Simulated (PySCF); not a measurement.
Z-matrix (Å, degrees):
```
C
H 1 1.0879
C 1 1.5075 2 113.80
H 3 1.0924 1 111.45 2 -57.03
H 3 1.0937 4 107.39 1 122.16
H 3 1.0956 4 108.05 5 115.44
C 1 1.5422 2 113.24 3 137.89
H 7 1.0851 1 116.96 2 -3.91
H 7 1.0864 8 112.77 1 137.47
Si 7 1.8495 8 119.76 9 146.67
H 10 1.4786 7 119.58 8 2.11
H 10 1.4789 11 114.80 7 150.38
```
Charge 0, spin multiplicity 1.

Question: Give the dipole moment, HOMO and LUMO at the level PBE0-D3(BJ)/def2-TZVP (PySCF 2.14.0).

Answer: 
- dipole moment: 0.24 D
- HOMO: -6.69 eV
- LUMO: 0.32 eV
